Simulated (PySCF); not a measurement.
# MoO₂ + H₂O → HMo(OH) + O₂

Level: PBE0 in the def2-TZVP basis family, computed in PySCF with density fitting; scalar-relativistic core potentials for atoms from Rb on, none lighter, no spin–orbit coupling; open shells unrestricted.

```json
{"species": "MoO₂", "state and structure": "triplet, C2v, Mo–O 1.683 Å (×2); O–Mo–O 114.5°", "E (Eh)": "-218.55623", "ZPE (kJ/mol)": "13.9", "H(298 K) − H(0) (kJ/mol)": "11.2", "S° (J/(mol K))": "276.1"}
{"species": "H₂O", "state and structure": "singlet, C2v, O–H 0.960 Å (×2); H–O–H 105.1°", "E (Eh)": "-76.37736", "ZPE (kJ/mol)": "56.5", "H(298 K) − H(0) (kJ/mol)": "9.9", "S° (J/(mol K))": "188.7"}
{"species": "HMo(OH)", "state and structure": "quintet, C1, Mo–H 1.721 Å, Mo–O 1.892 Å, O–H 0.962 Å; H–Mo–O 119.3°, H–O–Mo 121.0°", "E (Eh)": "-144.52109", "ZPE (kJ/mol)": "46.8", "H(298 K) − H(0) (kJ/mol)": "12.3", "S° (J/(mol K))": "279.4"}
{"species": "O₂", "state and structure": "triplet, D∞h, O–O 1.193 Å", "E (Eh)": "-150.23561", "ZPE (kJ/mol)": "10.3", "H(298 K) − H(0) (kJ/mol)": "8.7", "S° (J/(mol K))": "204.9"}
```

Q: What is the electronic reaction energy?

A: At PBE0/def2-TZVP, ΔE = 464.4 kJ/mol from the differences of the total energies times 2625.5, uphill. 

Q: Add zero-point, thermal and entropy terms for 298.15 K and 1 bar.

A: ΔZPE = -13.3 and Δ[H(298) − H(0)] = -0.1 kJ/mol give ΔH° = 451.0 kJ/mol. ΔS° = 19.5 J/(mol K), so ΔG° = 451.0 − 298.15 × (0.0195) = 445 kJ/mol.

Open d or f shells are single determinants, so the state found may not be the ground state. Only the bonding shown was studied: isomers, or loss of a ligand pair, can lie lower.
